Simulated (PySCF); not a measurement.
TDDFT excited states: C4H12Ge

C4H12Ge.
InChI=1S/C4H12Ge/c1-5(2,3)4/h1-4H3

Method: TDDFT PBE0/def2-SVPD, vertical, gas phase, core orbitals frozen in the response (PySCF 2.14.0, density-fitted response routines). Isolated species at its PBE0-D3(BJ)/def2-SVP geometry, gas phase. The PBE0/def2-SVPD calculation is non-relativistic and has no spin–orbit coupling, an omission that weighs most on germanium.

Predict the UV-vis stick spectrum at this level.

```tsv
state	λ (nm)	E (eV)	f	symmetry	main configurations (H = HOMO, L = LUMO)
S1	166.3	7.46	0.063	T2	H-2/H-1/H→L (98%)
S2	166.2	7.46	0.064	T2	H-2/H-1/H→L (98%)
S3	166.1	7.46	0.064	T2	H-2/H-1/H→L (98%)
S4	146.1	8.49	0.053	T2	H-2/H-1/H→L+1/L+2 (≥80%), H-2/H-1/H→L+3 (≥9%)
S5	146.0	8.49	0.053	T2	H-2/H-1/H→L+3 (≥52%), H-2/H-1/H→L+1/L+2 (≥18%)
S6	146.0	8.49	0.052	T2	H-2/H-1/H→L+1/L+2 (≥42%), H-2/H-1/H→L+3 (≥25%)
S7	145.8	8.51	0.0018	–	H-2/H-1/H→L+1/L+2 (≥45%), H-2/H-1/H→L+3 (≥16%)
S8	145.2	8.54	0.0001	–	H-2/H-1/H→L+1/L+2 (≥66%), H-2/H-1/H→L+3 (≥11%)
S9	145.2	8.54	0.0001	–	H-2/H-1/H→L+3 (≥47%), H-2/H-1/H→L+1/L+2 (≥19%)
S10	145.2	8.54	0.0000	–	H-2/H-1/H→L+1/L+2 (≥54%), H-2/H-1/H→L+3 (≥20%)
```

Triplets (Tamm–Dancoff): T1 7.30 eV, H-2/H-1/H→L (≥92%); T2 7.31 eV, H-2/H-1/H→L (≥92%); T3 7.31 eV, H-2/H-1/H→L (≥93%).

The lowest singlet level (S1/S2/S3) lies at 7.46 eV (166 nm, vacuum ultraviolet) and is strong. The lowest level is also the most intense of those listed (f = 0.190 summed). S1/S2/S3, S4/S5/S6 and S8/S9/S10 lie within about 0.01 eV of each other in each set; the point group Td has degenerate representations, and within a degenerate level the listed configurations can mix freely. Löwdin shares by element: HOMO (one of a set within 0.03 eV) carbon 55% or more, germanium 20% (atoms not listed hold the other 25%); LUMO germanium 23%, carbon 23% or more (atoms not listed hold the other 54%). The oscillator strengths of these states sum to 0.351; summed over the whole spectrum of an exact calculation they would give the number of electrons, 68 (Thomas–Reiche–Kuhn). Of the 10 states listed, 6 reach f = 0.01 and 3 stay under 0.0005. Orbital energies (eV): HOMO-3 -10.66, HOMO-2 -8.13, HOMO-1 -8.12, HOMO -8.12, LUMO 0.42, LUMO+1 1.46, LUMO+2 1.46. No computed singlet lies in the visible range (380 to 750 nm); the lowest, at 166 nm, stands 4.19 eV above its violet end (3.26 eV). All these states lie below the vertical ionisation energy of 9.94 eV (ΔSCF). Symmetry labels in Td follow from the direction of the transition dipole and are given only for states with f of 0.002 or more. Orbitals of the list HOMO-3 to LUMO+2 that lie within 0.01 eV of each other are written together with a slash and their weights summed (≥ marks a lower bound); for degenerate orbitals outside that list single weights are arbitrary. Only the lowest 10 singlets were computed, as vertical energies without vibronic structure.
